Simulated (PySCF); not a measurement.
Job file and geometry (Å, from GFN2-xTB) of an NMR shielding run on `CC[P@+](C)(CP)[B-](F)(F)F`, C₄H₁₂BF₃P₂, PySCF 2.14.0, density-fitted response routines, GIAO PBE0/pcSseg-1 NMR shielding, non-relativistic, gas phase; density fitting, a coarse starting grid and PySCF grid level 2 are the driver's defaults:

```
{"job": {"kind": "nmr", "xc": "PBE0", "basis": "pcSseg-1"}, "charge": 0, "multiplicity": 1}
C      1.042949     1.000207    -1.813666
C     -0.286185     0.358646    -1.432313
P     -0.140525    -0.593855     0.134673
C     -1.842671    -1.162989     0.463357
C      0.161129     0.649299     1.459354
P     -1.037158     2.091098     1.427720
B      1.249214    -2.143640     0.121361
F      2.469226    -1.555574     0.230111
F      0.914024    -2.898938     1.201081
F      1.053162    -2.772407    -1.066944
H      0.974872     1.460352    -2.797016
H      1.326445     1.768243    -1.096408
H      1.829071     0.247790    -1.836107
H     -1.078392     1.106330    -1.323594
H     -0.586045    -0.360272    -2.200083
H     -1.843284    -1.735379     1.390043
H     -2.160807    -1.815165    -0.348077
H     -2.518806    -0.313008     0.550025
H      1.199478     0.985157     1.403702
H      0.030804     0.116258     2.407546
H     -0.486532     2.699343     2.554558
H     -0.280382     2.887889     0.569826
```

Task: What does the program print?

Result: 
```
coarse grid: 19376 points
cycle   1  E = -1165.8881605576  dE =  8.892e-01  |g| = 8.644e-01  |ddm| = 4.071e+00
cycle   2  E = -1165.8072543274  dE =  8.091e-02  |g| = 1.173e+00  |ddm| = 1.399e+00
cycle   3  E = -1166.0162191637  dE = -2.090e-01  |g| = 5.634e-02  |ddm| = 7.624e-01
cycle   4  E = -1166.0167712189  dE = -5.521e-04  |g| = 2.886e-02  |ddm| = 7.188e-02
cycle   5  E = -1166.0169656215  dE = -1.944e-04  |g| = 5.512e-03  |ddm| = 2.800e-02
cycle   6  E = -1166.0169732588  dE = -7.637e-06  |g| = 1.899e-03  |ddm| = 9.060e-03
final grid: 179168 points
cycle   7  E = -1166.0875360734  dE = -6.964e-05  |g| = 1.085e-02  |ddm| = 4.325e-02
cycle   8  E = -1166.0875214074  dE =  1.467e-05  |g| = 1.343e-02  |ddm| = 1.845e-02
cycle   9  E = -1166.0875640165  dE = -4.261e-05  |g| = 8.466e-04  |ddm| = 1.063e-02
cycle  10  E = -1166.0875641848  dE = -1.683e-07  |g| = 3.184e-04  |ddm| = 1.254e-03
cycle  11  E = -1166.0875642094  dE = -2.462e-08  |g| = 7.888e-05  |ddm| = 3.300e-04
cycle  12  E = -1166.0875642106  dE = -1.231e-09  |g| = 2.277e-05  |ddm| = 8.726e-05
cycle  13  E = -1166.0875642107  dE = -9.823e-11  |g| = 4.712e-06  |ddm| = 2.340e-05
converged SCF energy = -1166.0875642107

GIAO shielding tensors (ppm)
atom      isotropic    diamagn.    paramagn.     s11        s22        s33       span
  0 C      177.376     249.582     -72.206    170.267    173.379    188.481     18.214
  1 C      167.729     257.523     -89.794    156.263    165.516    181.407     25.144
  2 P      356.787     973.204    -616.416    326.826    363.966    379.570     52.743
  3 C      180.418     255.578     -75.160    168.704    179.528    193.021     24.316
  4 C      180.203     260.843     -80.640    169.677    181.348    189.585     19.908
  5 P      525.173     966.702    -441.529    472.123    514.349    589.046    116.923
  6 B      101.936     188.510     -86.574     91.831    106.655    107.323     15.491
  7 F      314.448     471.253    -156.805    276.619    298.019    368.704     92.085
  8 F      315.994     469.022    -153.028    277.099    300.684    370.199     93.100
  9 F      317.929     469.938    -152.009    284.286    301.296    368.204     83.918
 10 H       30.351      28.943       1.409     25.147     26.760     39.148     14.001
 11 H       30.903      32.728      -1.825     25.506     31.247     35.956     10.450
 12 H       30.125      31.144      -1.019     24.259     30.079     36.037     11.779
 13 H       30.245      34.294      -4.049     26.237     29.699     34.798      8.562
 14 H       30.031      33.543      -3.512     25.313     28.546     36.233     10.920
 15 H       30.587      31.338      -0.750     25.764     27.586     38.411     12.647
 16 H       30.609      31.441      -0.832     25.847     27.875     38.106     12.260
 17 H       29.900      31.762      -1.862     24.114     29.795     35.790     11.675
 18 H       29.089      34.876      -5.787     23.040     28.561     35.667     12.627
 19 H       30.501      33.973      -3.472     24.218     29.557     37.727     13.508
 20 H       28.741      29.292      -0.551     23.179     26.004     37.039     13.860
 21 H       29.109      30.870      -1.761     22.938     28.703     35.687     12.748
```

Size and cost of the density-fitted run: 244 basis functions, 42 s wall time on 1 thread of an x86-64 server CPU, shared host.
